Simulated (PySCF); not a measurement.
Start geometry of `O[SiH2]O/C=C/Cl` from GFN2-xTB (Å):
```
atom  x, y, z in Å
O1    -2.7197   -0.0605   -0.1793
Si2   -1.5450    0.1529    0.9047
O3    -0.1664   -0.0562    0.0333
C4     1.1121   -0.0048    0.4252
C5     2.1039   -0.2012   -0.4342
Cl6    3.7436   -0.1363    0.0626
H7    -2.5268   -0.1108   -1.1125
H8    -1.6686   -0.8828    1.9220
H9    -1.5791    1.5103    1.4408
H10    1.2998    0.2017    1.4715
H11    1.9516   -0.4096   -1.4801
```

Question: What comes out of this run: PBE0-D3(BJ)/def2-SVP geometry optimisation, gas phase (PySCF)?

Answer: 
```
atom  x, y, z in Å
O1    -1.5847    0.5288   -0.5001
Si2   -0.7851    0.1490    0.8925
O3     0.7627   -0.4323    0.6026
C4     1.8952    0.2946    0.5512
C5     3.0187   -0.1930    0.0181
Cl6    4.4751    0.7292   -0.0238
H7    -1.2658    1.2598   -1.0367
H8    -1.5374   -0.9610    1.5094
H9    -0.6160    1.3433    1.7739
H10    1.8696    1.3061    0.9805
H11    3.0778   -1.1947   -0.4111
```

The energy falls by 4.0 kcal/mol over 31 energy and gradient evaluations, the largest force component goes from 0.0231 to 4.2e-04 Eh/bohr, and the atoms move by 0.787 Å rms after alignment. The bond that changes most is O1–Si2 (silanol oxygen to oxygen-bound silicon), which lengthens by 0.038 Å. Bonds longer at the end by more than 0.005 Å: 10 of 10; shorter: 0. Among the angles that change most is O1–Si2–O3, from 103.7° to 112.4°. Among the dihedrals that turn most is H9–Si2–O3–C4, from 63° to -30°. Rotational constants go from 14866, 702.1, 675.8 to 9344, 729.3, 709.6 MHz. The orientation of the end geometry is arbitrary; only internal coordinates are fixed.

The run used 117 basis functions and 222 SCF cycles in all. Hardware: one thread, Intel Xeon Platinum 8488C (x86_64), no GPU (shared host). Cost: 2.2 min wall, 0.53 GiB resident at most.

No PBE0-D3(BJ)/def2-SVP frequencies stand behind this structure, so it isn't proved a minimum. The numbers are those of one conformer.
